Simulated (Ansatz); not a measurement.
Two members of one family (AlAs nanocrystals, H-capped) that differ in charge, which shifts all levels, computed with Ansatz in the gas phase. Levels of anions in sets without diffuse functions are rough. The structures are stationary points that may keep the symmetry of their start.

First: Al9As9H24, cut from wurtzite (singlet, charge 0, PBE-D4/def2-SVP geometry).

```xyz
42

Al   -0.371   -1.473    4.793
As   -0.276    1.077    4.530
As   -0.223   -1.945    2.329
Al   -2.224   -1.194    1.070
Al   -0.082    2.259    2.329
As   -1.935    1.307    0.969
As   -2.004   -1.885   -1.302
Al   -4.037   -1.349   -2.677
Al   -1.860    2.319   -1.301
As   -3.732    1.194   -2.533
Al    1.973   -1.336    1.354
As    1.869    1.178    1.229
As    2.029   -2.020   -1.030
Al    0.121   -1.274   -2.426
Al    2.171    2.183   -1.027
As    0.191    1.235   -2.199
Al    4.259   -1.628   -2.120
As    4.114    0.930   -1.993
H    -1.837   -1.796    5.349
H     0.991   -1.879    5.533
H    -1.454    1.733    5.244
H     0.823    1.665    5.410
H    -0.266   -3.467    2.196
H    -3.618   -1.576    1.748
H    -0.035    3.852    2.431
H    -3.197    1.894    1.597
H    -1.944   -3.409   -1.228
H    -5.378   -1.666   -1.860
H    -3.800   -1.724   -4.216
H    -1.891    3.916   -1.359
H    -5.009    1.860   -2.031
H    -3.735    1.814   -3.926
H     3.236   -1.808    2.211
H     3.072    1.682    2.024
H     1.859   -3.539   -0.971
H     0.209   -1.705   -3.961
H     2.316    3.773   -1.072
H     0.307    1.777   -3.622
H     5.455   -2.043   -1.140
H     4.199   -1.983   -3.681
H     5.351    1.502   -1.306
H     4.361    1.548   -3.365
```

| level | HOMO (eV) | LUMO (eV) | gap (eV) |
| --- | --- | --- | --- |
| PBE-D4/def2-SVP | -6.15 | -2.32 | 3.83 |
| PBE-D4/def2-TZVP | -6.17 | -2.41 | 3.76 |
| r2SCAN-D4/def2-TZVP | -6.43 | -2.28 | 4.15 |
| PBE0-D4/def2-SVP | -7.16 | -1.64 | 5.52 |
| PBE0-D4/def2-TZVP | -7.15 | -1.72 | 5.43 |

Second: Al10As9H26⁻, cut from wurtzite (singlet, charge -1, PBE-D4/def2-SVP geometry).

```xyz
45

Al   -1.386   -1.915   -3.799
As    0.321   -3.610   -2.883
Al   -2.351    1.841   -3.105
As   -3.668    2.491   -1.046
As   -1.016   -0.064   -2.190
Al   -1.548   -0.713    0.132
Al    1.848   -3.095   -0.965
As    0.244   -2.386    0.792
Al   -2.623    3.223    1.138
As   -1.265    1.193    1.677
Al   -1.885    0.627    4.009
Al    1.605   -1.870    2.802
As   -0.153   -1.222    4.465
Al    1.281    0.729   -2.468
As    2.904   -0.927   -1.511
As    1.379    2.562   -0.745
Al    1.013    2.084    1.700
Al    4.418   -0.036    0.297
As    2.671    0.245    2.092
H    -2.808   -2.643   -3.624
H    -0.801   -1.560   -5.255
H    -0.361   -4.919   -2.486
H     1.185   -4.208   -3.996
H    -3.374    1.343   -4.246
H    -1.394    3.111   -3.383
H    -4.618    1.337   -0.731
H    -4.750    3.500   -1.443
H    -2.971   -1.439    0.277
H     2.821   -4.313   -0.590
H    -0.486   -3.678    1.165
H    -3.788    3.451    2.226
H    -1.657    4.449    0.726
H    -3.306   -0.113    4.135
H    -1.455    1.788    5.036
H     2.569   -3.039    3.329
H    -0.837   -2.541    4.827
H     0.548   -1.028    5.809
H     1.743    1.232   -3.916
H     3.836   -1.249   -2.678
H     0.324    3.588   -1.147
H     2.618    3.429   -0.947
H     1.323    3.359    2.620
H     5.495   -1.151    0.728
H     4.906    1.435   -0.151
H     3.449    0.703    3.325
```

Estimate how these quantities change from the first to the second (second minus first).


| level | Δ HOMO (eV) | Δ LUMO (eV) | Δ gap (eV) |
| --- | --- | --- | --- |
| PBE-D4/def2-SVP | 2.80 | 2.65 | -0.15 |
| PBE-D4/def2-TZVP | 2.77 | 2.62 | -0.14 |
| r2SCAN-D4/def2-TZVP | 2.78 | 2.62 | -0.16 |
| PBE0-D4/def2-SVP | 2.83 | 2.64 | -0.18 |
| PBE0-D4/def2-TZVP | 2.80 | 2.62 | -0.18 |
